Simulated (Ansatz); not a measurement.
Species: sum formula H$_{2}$SiO$_{2}$F, charge 0, multiplicity 2. It need not be the lowest isomer of its formula. SMILES: O[Si](O)F
Coordinates optimised at B3LYP-D3(BJ)/def2-TZVP (Ansatz, a quantum-chemistry and plane-wave program):
```
Si
F 1 1.6015
O 1 1.6363 2 105.43
H 3 0.9619 1 117.75 2 -163.97
O 1 1.6456 2 111.15 3 -116.55
H 5 0.9618 1 118.46 2 -70.13
```
Charge 0, spin multiplicity 2.

Atomisation energy built up term by term with Ansatz (kcal/mol; UHF references for open shells; valence terms freeze the core; atomic spin-orbit terms are left out). CBS(X,Y): correlation extrapolated as X^-3; Hartree-Fock from the larger set.

```csv
term,basis,kcal/mol
Hartree-Fock,cc-pV(Q+d)Z,399.76
CCSD correlation,"CBS(cc-pV(T+d)Z,cc-pV(Q+d)Z)",161.73
(T),"CBS(cc-pV(T+d)Z,cc-pV(Q+d)Z)",11.84
core correlation,cc-pwCVTZ,0.61
scalar relativity (X2C),cc-pVTZ-DK against cc-pVTZ,-1.52
sum: De,,572.4
```

(T) makes 2.1 % of the CCSD(T) atomisation energy; under 5 % is typical of single-reference molecules.
